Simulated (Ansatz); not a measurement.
One geometry of C₃H₅ClSi, SMILES `ClCC1=C[SiH2]1`, several functionals.

```yaml
crystal:
  periodic: [false, false, false]
  atoms:
    - {symbol: Cl, position_ang: [-0.564616, 2.358336, 1.161686]}
    - {symbol: C, position_ang: [-1.019447, 0.642571, 0.960365]}
    - {symbol: C, position_ang: [-0.120266, -0.049706, 0.019659]}
    - {symbol: C, position_ang: [-0.245500, -0.904145, -0.994009]}
    - {symbol: Si, position_ang: [1.488941, -0.500338, -0.673870]}
    - {symbol: H, position_ang: [-0.956792, 0.188018, 1.950078]}
    - {symbol: H, position_ang: [-2.056717, 0.624911, 0.623876]}
    - {symbol: H, position_ang: [-1.071867, -1.387251, -1.502092]}
    - {symbol: H, position_ang: [2.395160, -1.455565, 0.008082]}
    - {symbol: H, position_ang: [2.234104, 0.432170, -1.550773]}
basis:
  gaussian: {orbitals: def2-TZVPP}
hamiltonian: {xc: lda}
output: {orbitals: {seedname: orbitals}}
```

```sh
$ ansatz run in.yaml --threads 4 --pin off --events-out ev --progress --plain
```

It prints (some lines left out):

```
Functional definition: SPW92
  name "SPW92"
  cite "Dirac, Proc. Camb. Phil. Soc. 26, 376 (1930) doi:10.1017/S0305004100016108"
  cite "Slater, Phys. Rev. 81, 385 (1951) doi:10.1103/PhysRev.81.385"
  cite "Perdew & Wang, Phys. Rev. B 45, 13244 (1992) doi:10.1103/PhysRevB.45.13244"
  exchange = slater_x
  correlation = pw_c
1417 factors; their error is unknown
mean field evaluation 1: about -23475.1153 eV, gradient 7.9e1 eV
mean field evaluation 2: about -23410.8486 eV, gradient 1.6e2 eV
mean field evaluation 4: about -23489.9589 eV, gradient 1.8e1 eV
mean field evaluation 8: about -23490.7767 eV, gradient 1.7e-1 eV
mean field evaluation 16: about -23490.7346 eV, gradient 2.8e-4 eV
mean field -23490.73461922 eV, -863.2685746644 hartree, gradient 8.3e-5 eV, S^2 0.000000; 0 other end points of the search recorded, 0 dependent functions left out
reference -23490.73466101 eV, -863.2685762004 hartree; 27, 27 occupied and 220, 220 virtual orbitals, 1417 factors
Total energy: -23490.73466101 eV, -863.2685762004 hartree
```

Hardware: 4 threads of a server CPU on a shared host. Wall time 1.8 s, peak host memory 0.34 GiB.

With the line `hamiltonian: {xc: pbe, dispersion: d4}` and forces (abridged; 2.7 s):

```
Functional definition: PBE
mean field evaluation 16: about -23579.1063 eV, gradient 8.7e-3 eV
mean field -23579.10632610 eV, -866.5161749918 hartree, gradient 4.8e-5 eV, S^2 0.000000
Total energy: -23579.34979642 eV, -866.5251223611 hartree
Atom 0 force     0.091525     0.389151     0.053935 eV/Å
Atom 1 force     0.044595    -0.129002    -0.061729 eV/Å
Atom 2 force    -0.148689     0.262514     0.357101 eV/Å
Atom 3 force    -0.138467    -0.265534    -0.316527 eV/Å
Atom 4 force     0.397465    -0.014191    -0.044217 eV/Å
Atom 5 force     0.000944    -0.109119     0.218909 eV/Å
Atom 6 force    -0.233109    -0.016961    -0.066031 eV/Å
Atom 7 force    -0.171455    -0.116083    -0.121584 eV/Å
Atom 8 force     0.090240    -0.112391     0.081702 eV/Å
Atom 9 force     0.066951     0.111617    -0.101558 eV/Å
Dipole moment:    -0.159626    -0.331428    -0.020270 e Å
```

Changing it to `hamiltonian: {xc: {name: LC-wPBE}}` (abridged; 2.9 s):

```
Functional definition: LC-wPBE
mean field evaluation 16: about -23584.3794 eV, gradient 9.4e-5 eV
mean field -23584.37939577 eV, -866.7099567279 hartree, gradient 2.9e-5 eV, S^2 0.000000
Total energy: -23584.37939577 eV, -866.7099567282 hartree
```

Changing it to `hamiltonian: {xc: {name: BLYP}, dispersion: d4}` (abridged; 2.4 s):

```
Functional definition: BLYP
mean field evaluation 16: about -23590.8641 eV, gradient 3.3e-4 eV
mean field -23590.86412170 eV, -866.9482660106 hartree, gradient 7.6e-5 eV, S^2 0.000000
Total energy: -23591.39933025 eV, -866.9679345618 hartree
```

Changing it to `hamiltonian: {xc: {name: wB97X-V}}` (abridged; 8 s):

```
Functional definition: wB97X-V
mean field evaluation 16: about -23588.5829 eV, gradient 1.0e-4 eV
mean field -23588.58289864 eV, -866.8644326091 hartree, gradient 1.3e-5 eV, S^2 0.000000
Total energy: -23588.58289647 eV, -866.8644325295 hartree
```

With the line `hamiltonian: {xc: {name: BHLYP}, dispersion: d4}` (abridged; 3.4 s):

```
Functional definition: BHLYP
mean field evaluation 16: about -23590.5141 eV, gradient 1.0e-4 eV
mean field -23590.51409770 eV, -866.9354028658 hartree, gradient 3.2e-5 eV, S^2 0.000000
Total energy: -23590.81630227 eV, -866.9465086790 hartree
```
